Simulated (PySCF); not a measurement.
Computed Raman spectrum (relative Raman activity) of a molecule C2H8O2Si. Coordinates come from a B3LYP-D3(BJ)/def2-SVP optimisation. The values are those of a single conformer. All values below come from B3LYP-D3(BJ)/def2-SVP run with PySCF. Frequencies are harmonic and unscaled.

Lines under 2 % of the strongest are left out, and lines within 2 cm⁻¹ are merged.

ν (cm⁻¹): 357 (vw), 620 (w), 662 (w), 686 (vw), 741 (vw), 776 (vw), 828 (vw), 846 (vw), 902 (vw), 943 (vw), 1067 (vw), 1174 (vw), 1284 (vw), 1399 (w), 1430 (w), 1434 (w), 1457 (w), 2197 (vs), 2946 (vs), 3025 (vs), 3064 (s), 3112 (s), 3121 (s), 3768 (m), 3887 (s) (against the strongest line: vs over 80 %, s over 45 %, m over 15 %, w over 4 %, vw less)

### Question
Pick the molecule that these values belong to.
(A) C[Si@H](O)CO
(B) C[C@H](O)[SiH2]O
(C) CO[SiH2]OC
(D) OCCO[SiH3]

### Answer
A, C[Si@H](O)CO
